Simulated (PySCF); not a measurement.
# Partial charges of `FC(F)(F)/C=C/C[SiH3]`

Compound: C4H7F3Si.
Structure used (PBE0-D3(BJ)/def2-SVP), in Å, numbered top down from 1:
```xyz
15
C4H7F3Si angstrom
F      3.5364   -0.1528    0.5898
C      2.5428    0.3987   -0.1200
F      2.9372    0.3863   -1.4005
F      2.4454    1.6771    0.2562
C      1.2693   -0.3534    0.0640
C      0.1521    0.2037    0.5377
C     -1.1492   -0.4926    0.7149
Si    -2.4045   -0.0258   -0.6348
H      1.3219   -1.4101   -0.2156
H      0.1805    1.2703    0.7907
H     -1.6035   -0.2229    1.6833
H     -1.0278   -1.5876    0.6977
H     -1.9115   -0.4919   -1.9645
H     -2.5861    1.4568   -0.6707
H     -3.7179   -0.6736   -0.3358
```

Density: PBE0/pcSseg-1 (PySCF); schemes: Mulliken, IAO, Hirshfeld and ESP-fitted. Isolated species at its PBE0-D3(BJ)/def2-SVP geometry (one conformer only).

At which atom do the 4 schemes differ most?

At C2: from +0.252 (Hirshfeld) to +0.849 e (Mulliken), 0.597 e apart.

For which atoms does the sign change between the 4 schemes (beyond +0.03 e in one, beyond −0.03 e in another)?

For none.

What partial charge does each atom carry?

In e:

```csv
atom,environment,Mulliken,IAO,Hirshfeld,ESP-fitted
F1,fluorine of a CF3 group,-0.272,-0.285,-0.103,-0.202
C2,CF3 carbon,+0.849,+0.805,+0.252,+0.623
F3,fluorine of a CF3 group,-0.271,-0.285,-0.104,-0.196
F4,fluorine of a CF3 group,-0.268,-0.282,-0.084,-0.196
C5,alkene CH carbon,-0.282,-0.234,-0.095,-0.462
C6,alkene CH carbon,-0.151,-0.095,-0.022,+0.015
C7,sp3 carbon bound to silicon,-0.474,-0.534,-0.146,-0.358
Si8,SiH3 silicon,+0.494,+0.603,+0.322,+0.431
H9,vinylic hydrogen,+0.134,+0.160,+0.053,+0.232
H10,vinylic hydrogen,+0.135,+0.159,+0.046,+0.146
H11,methylene hydrogen,+0.171,+0.163,+0.053,+0.134
H12,methylene hydrogen,+0.159,+0.156,+0.051,+0.140
H13,Si–H hydrogen,-0.069,-0.109,-0.074,-0.094
H14,Si–H hydrogen,-0.076,-0.112,-0.074,-0.103
H15,Si–H hydrogen,-0.080,-0.111,-0.074,-0.111
```

Mean size of the charges over all atoms: IAO 0.273 e, Mulliken 0.259 e, ESP-fitted 0.229 e, Hirshfeld 0.104 e. Each set sums to the total charge, 0, to within 0.001 e. The Hirshfeld scheme divides the density at each point in proportion to the densities of the neutral, spherically averaged free atoms. The Mulliken scheme gives each basis function's population to the atom it is centred on and halves the overlap population of two atoms between them.

How closely do the schemes follow one another over all atoms?

Correlation coefficient and root-mean-square difference: Mulliken with IAO 0.99, 0.044 e; IAO with Hirshfeld 0.96, 0.219 e; Mulliken with ESP-fitted 0.96, 0.103 e; IAO with ESP-fitted 0.95, 0.112 e; Mulliken with Hirshfeld 0.93, 0.212 e; Hirshfeld with ESP-fitted 0.93, 0.167 e.

Sum the charges by element, for elements with more than one atom.

| element | atoms | Mulliken | IAO | Hirshfeld | ESP-fitted |
| --- | --- | --- | --- | --- | --- |
| F | 3 | -0.811 | -0.852 | -0.291 | -0.594 |
| C | 4 | -0.058 | -0.058 | -0.012 | -0.181 |
| H | 7 | +0.374 | +0.307 | -0.019 | +0.344 |

The run behind these numbers computed NMR shieldings as well. On one thread of an Arm Neoverse N1, no GPU, on a shared host, this took 42 s of wall time and 0.84 GiB of memory at its peak.
